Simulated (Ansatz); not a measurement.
System: BCl, charge 0, multiplicity 1. 
Geometry from a B3LYP-D3(BJ)/def2-TZVP (Ansatz, a program for electronic structure) optimisation:
```
B
Cl 1 1.7215
```

Basis-set convergence of Hartree-Fock and CCSD(T) correlation energies (hartree) with Ansatz. Cores are frozen in the correlated levels unless marked. Spin-orbit coupling is left out. No relativistic terms.

The Hartree-Fock reference is unstable (checked in the largest basis), which strains HF and MP2. 

```tsv
basis	functions	E(HF)	E(corr, CCSD(T))
def2-SVP	32	-483.96172	-0.22998
def2-TZVPP	73	-484.14852	-0.30378
def2-QZVPP	127	-484.16195	-0.32701
```

Extrapolating the two largest sets (X = 3 and 4) as X^-3: E(corr) = (64·(-0.32701) - 27·(-0.30378))/37 = -0.3440 Eh, an estimate of the basis-set limit. The largest set recovers 95.1 % of it, the smallest 66.9 %.
